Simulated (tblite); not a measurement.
Run record: tight-binding relaxation, `C1([Si@H]([SiH2]C=1[Se]C)F)C`.

Computed with GFN2-xTB geometry optimisation, gas phase (tblite 0.8.0). Start geometry: from a force field or distance geometry. The input is one job of a driver script: a line of settings, then coordinates in Å.

Command:
```bash
OMP_NUM_THREADS=1 python probes_run.py task.json out
```

Input:
```
{"job": {"kind": "relax", "xc": "GFN2-xTB", "basis": "xTB"}, "charge": 0, "multiplicity": 1}
C      2.497100    -1.022100    -0.465900
Se     2.222900     0.289600     0.945300
C      0.330500     0.097200     0.831700
C     -0.614200     0.789100     0.032500
C     -0.440900     1.873000    -0.951800
Si    -2.171000    -0.094700     0.590800
F     -2.795500    -1.063800    -0.634700
Si    -0.817100    -1.059900     1.737100
H      2.053000    -1.996200    -0.164900
H      1.998800    -0.663100    -1.392400
H      3.571900    -1.152000    -0.648100
H     -1.427700     2.151200    -1.387300
H      0.224600     1.530000    -1.763500
H      0.013100     2.760400    -0.467900
H     -3.124600     0.777700     1.305000
H     -0.920200    -0.743900     3.177000
H     -0.607700    -2.460700     1.339800
```

**Question.** Give the output.

**Answer.** 
```
step      E/eV     max force
  0    -665.06578   10.701
  1    -666.03501    2.332
  2    -666.17484    1.161
  3    -666.26587    0.790
  4    -666.30946    0.894
  5    -666.47325    1.045
  6    -666.55870    0.983
  7    -666.63274    0.595
  8    -666.67744    0.520
  9    -666.70807    0.511
... (123 lines left out)
133    -666.99699    0.015
134    -666.99704    0.011
135    -666.99708    0.012
136    -666.99712    0.011
137    -666.99714    0.010
138    -666.99716    0.011
139    -666.99717    0.012
140    -666.99720    0.011
141    -666.99721    0.011
142    -666.99723    0.008
```

«max force» is the largest atomic force in eV/Å.

**Question.** From which step on does the largest force stay under 0.1 eV/Å, and how much energy is left to gain from there?

**Answer.** From step 110 (0.084 eV/Å), 10.8 meV above the end.

Summary of the converged run: energy lowered by 44.5 kcal/mol over 142 steps; largest atomic force 0.008 eV/Å at the end.

**Question.** Give the final coordinates.

**Answer.** 0.983 Å rms from the input after alignment:
```
atom  x, y, z in Å
C1     2.7267   -1.3746    0.1056
Se2    1.9888    0.3229   -0.5090
C3     0.1974    0.0697    0.0886
C4    -0.8142    0.9362   -0.1425
C5    -0.7333    2.2163   -0.8951
Si6   -2.2976    0.1368    0.7349
F7    -3.4678   -0.3177   -0.2965
Si8   -0.5709   -1.3657    1.1037
H9     2.5966   -1.4597    1.1809
H10    2.2269   -2.1919   -0.4065
H11    3.7846   -1.3726   -0.1425
H12   -1.4782    2.2353   -1.6908
H13    0.2601    2.3409   -1.3333
H14   -0.9324    3.0598   -0.2334
H15   -3.0682    0.9700    1.6488
H16    0.0351   -1.5234    2.4330
H17   -0.4605   -2.6704    0.4367
```

**Question.** How long does this job take on Arm Neoverse N1, one thread, no GPU, shared host?

**Answer.** About 2.3 s.
Labels such as C1 count atoms from 1, the log's own numbers from 0.
